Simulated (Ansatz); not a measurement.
C4H2F4 (`FCC#CC(F)(F)F`), 10 atoms. Charge 0, multiplicity 1. All runs use 4 threads of an Intel Xeon 6975P-C on a shared host. Correlated methods freeze the cores.

Problem. Give the basis size and wall time and peak host memory of each of these runs in Ansatz. direct RPA on PBE orbitals/def2-TZVPP energy; RHF-CCSD(T)/def2-SVP energy; RKS PBE0-D4/def2-TZVP relaxation (6 steps); RHF-CCSD(T)/def2-TZVPP energy; RHF-MP2/def2-QZVPP energy; RKS PBE0-D4/def2-SVP energy; RKS B3LYP-D4/def2-TZVPP energy and forces; RKS ωB97M-V/def2-SVP energy; RKS BLYP-D4/def2-TZVPP energy; RKS PBE0-D4/def2-QZVPP energy; RKS PBE0-D4/def2-TZVP frequencies; RKS ωB97M-V/def2-QZVPP energy. (An estimate is asked.)

Solution. Computed: Other jobs shared the machine, so times are rough.

| level | job | functions | wall time | peak host memory (GiB) |
| --- | --- | --- | --- | --- |
| RKS PBE0-D4/def2-SVP | energy | 122 | 0.65 s | 0.31 |
| RKS BLYP-D4/def2-TZVPP | energy | 276 | 1.4 s | 0.36 |
| RKS ωB97M-V/def2-SVP | energy | 122 | 1.9 s | 0.41 |
| RKS B3LYP-D4/def2-TZVPP | energy and forces | 276 | 2.9 s | 0.81 |
| direct RPA on PBE orbitals/def2-TZVPP | energy | 276 | 3.8 s | 0.75 |
| RKS PBE0-D4/def2-QZVPP | energy | 516 | 4.6 s | 1.9 |
| RHF-CCSD(T)/def2-SVP | energy | 122 | 6 s | 0.91 |
| RKS ωB97M-V/def2-QZVPP | energy | 516 | 10 s | 2.2 |
| RHF-MP2/def2-QZVPP | energy | 516 | 16 s | 3.4 |
| RKS PBE0-D4/def2-TZVP | relaxation (6 steps) | 260 | 17 s | 0.77 |
| RKS PBE0-D4/def2-TZVP | frequencies | 260 | 110 s | 0.84 |
| RHF-CCSD(T)/def2-TZVPP | energy | 276 | 120 s | 10 |

B3LYP here is the variant with VWN-RPA as its local correlation; programs differ in this.
